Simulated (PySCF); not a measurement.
Si³⁺ (silicon, charge +3) across methods

[Ne] 3s1, 2S determinant. Calculation: PySCF 2.14, in aug-cc-pCVQZ-DK (10s9p7d5f3g, 134 functions); scalar relativity by spin-free X2C-1e.

```tsv
method	E (hartree)	mean ε 2p α (eV)	mean ε 2p β (eV)	mean ε 3s α (eV)	Σ⟨r²⟩ (bohr²)	⟨S²⟩
TPSS	-287.8761	-132.57	-132.27	-40.351	6.814	0.750
PBE0	-287.7376	-137.43	-137.10	-41.606	6.812	0.750
r2SCAN0	-287.8318	-138.83	-138.53	-41.817	6.808	0.750
r2SCAN	-287.8355	-134.04	-133.76	-40.673	6.810	0.750
LDA	-286.6832	-132.14	-131.84	-40.506	6.798	0.750
PBE	-287.7111	-132.08	-131.75	-40.394	6.809	0.750
M06	-287.8534	-137.93	-137.70	-41.432	6.750	0.750
```

Q: Estimate the same row for UHF.

A: E (hartree) = -287.42248; mean ε 2p α (eV) = -152.22; mean ε 2p β (eV) = -151.82; mean ε 3s α (eV) = -44.762; Σ⟨r²⟩ (bohr²) = 6.866; ⟨S²⟩ = 0.750.
